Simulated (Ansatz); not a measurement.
Input and output for the cluster Al2Ni⁻.

```yaml
crystal:
  periodic: [false, false, false]
  atoms:
    - {symbol: Ni, position_ang: [1.194406, -0.226847, 0.067114]}
    - {symbol: Al, position_ang: [-0.617874, 0.373662, 1.213852]}
    - {symbol: Al, position_ang: [-0.576532, -0.146816, -1.280976]}
basis:
  gaussian: {orbitals: 6-31G}
total_charge: -1
magnetization: {spin_polarized: true, initial_magnetization: 1}
hamiltonian: {xc: {name: HSE06}}
scf: {omitted_lower_state_checks: [starts]}
output: {forces: true}
```

```sh
$ ansatz run in.yaml --threads 4 --pin off --events-out ev --progress --plain --max-ram 3916MiB
```

Shortened log:

```
Functional definition: HSE06
550 factors; integrals over basis functions are off by at most 7.3e-5 eV
71 factors; integrals over basis functions are off by at most 4.7e-6 eV
mean field evaluation 1: about -53697.2526 eV, gradient 3.2e2 eV
mean field evaluation 2: about -53609.1137 eV, gradient 3.2e2 eV
mean field evaluation 4: about -54185.6628 eV, gradient 7.1e1 eV
mean field evaluation 8: about -54205.8061 eV, gradient 5.6e1 eV
mean field evaluation 16: about -54215.2319 eV, gradient 4.2e-1 eV
mean field evaluation 32: about -54215.2448 eV, gradient 5.8e-2 eV
mean field -54215.24525020 eV, -1992.3735145316 hartree, gradient 2.5e-7 eV, S^2 1.574270; 1 other end points of the search recorded, 0 dependent functions left out
reference -54215.24527804 eV, -1992.3735155548 hartree; 28, 27 occupied and 27, 28 virtual orbitals, 550 factors
Total energy: -54215.24527804 eV, -1992.3735155548 hartree
Atom 0 at     1.194406    -0.226847     0.067114 Å, force     1.583140    -0.300677     0.088962 eV/Å
Atom 1 at    -0.617874     0.373662     1.213852 Å, force    -0.802731     0.290849     0.629037 eV/Å
Atom 2 at    -0.576532    -0.146816    -1.280976 Å, force    -0.780409     0.009827    -0.717999 eV/Å
Dipole moment:     0.673929    -0.123033     0.036835 e Å
Checks for a lower state left out: starts
```

Run time 7.5 s (4 threads of Arm Neoverse V2 on a shared host).

The 6-31G sets use Cartesian d functions. HSE06 is defined as in plane-wave codes, on full-range PBE exchange. The highest occupied level of an anion often lies above zero with these methods, and sets without diffuse functions describe the outer electron poorly. The charge -1 doublet is spin-contaminated (final ⟨S²⟩ up to 1.57, 0.75 for a pure state).

The dipole of an ion depends on the origin.
